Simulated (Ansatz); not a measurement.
C₆H₅F₃Hf (`[F][Hf]([F])([F])[c]1ccccc1`). Charge 0, multiplicity 1. Hf takes the def2 core potential.

```tsv
atom	x (Å)	y (Å)	z (Å)
F1	-2.196	2.944	-0.551
Hf2	-1.770	1.826	0.929
F3	-0.912	2.770	2.341
F4	-3.275	0.864	1.584
C5	-0.335	0.346	0.171
C6	0.186	-0.649	1.008
C7	1.093	-1.586	0.538
C8	1.500	-1.547	-0.788
C9	1.001	-0.572	-1.639
C10	0.094	0.363	-1.163
H11	-0.115	-0.705	2.052
H12	1.483	-2.348	1.204
H13	2.210	-2.279	-1.159
H14	1.319	-0.542	-2.676
H15	-0.283	1.116	-1.850
```

**Question.** What are the harmonic wavenumbers in cm⁻¹ at PBE0-D4/def2-TZVP (Ansatz, finite differences of forces, unscaled)? (Estimate.)

**Answer.** Computed: 4i, 59, 64, 140, 157, 158, 167, 170, 240, 388, 440, 627, 644, 644, 655, 673, 718, 749, 876, 937, 984, 1009, 1018, 1055, 1101, 1108, 1184, 1219, 1317, 1368, 1459, 1519, 1627, 1644, 3150, 3164, 3188, 3199, 3211.
